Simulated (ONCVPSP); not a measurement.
An all-electron radial function and its pseudo partner (indium (In))

Columns: radius, all-electron u(r) and pseudo u(r) of the 4d shell (level -19.54 eV) of indium in the configuration [Ar] 3d10 4s2 4p6 4d10 5s1.5 5p1.5; LDA (Perdew-Wang 92), scalar-relativistic, ONCV scheme, ONCVPSP 4.0.1.

```
r (bohr)  all-electron  pseudo
   0.090       -0.2288  0.0054
   0.180       -0.5006  0.0408
   0.270       -0.4378  0.1256
   0.360       -0.1559  0.2614
   0.450        0.1837  0.4319
   0.540        0.4868  0.6107
   0.630        0.7170  0.7709
   0.720        0.8696  0.8920
   0.810        0.9546  0.9645
   0.900        0.9877  0.9915
   0.990        0.9833  0.9840
   1.080        0.9536  0.9534
   1.170        0.9080  0.9078
   1.260        0.8532  0.8530
   1.350        0.7939  0.7938
   1.440        0.7333  0.7332
   1.530        0.6736  0.6735
   1.620        0.6160  0.6159
   1.710        0.5615  0.5614
   1.800        0.5104  0.5103
   1.890        0.4630  0.4630
   1.980        0.4193  0.4193
   2.070        0.3792  0.3792
   2.160        0.3426  0.3425
   2.250        0.3092  0.3091
   2.340        0.2788  0.2788
```

(1) How many radial nodes do the two functions have?

(2) At about which radius was the pseudo-wave matched?

(3) Where does each function peak?

(4) Is the pseudo-wave norm-conserving?

Results:

(1) The all-electron 4d function has n − l − 1 = 1; the pseudo-wave has 0, since the states of the same l below it are removed with the core.

(2) 1.15 bohr, where the columns begin to agree (steps of 0.09 bohr).

(3) Outermost all-electron maximum near 0.90 bohr, pseudo maximum near 0.90 bohr (to the table’s step).

(4) Yes: the ONCV scheme keeps the norm inside the radius equal to the all-electron one, which fixes the energy derivative of the logarithmic derivative at the level.
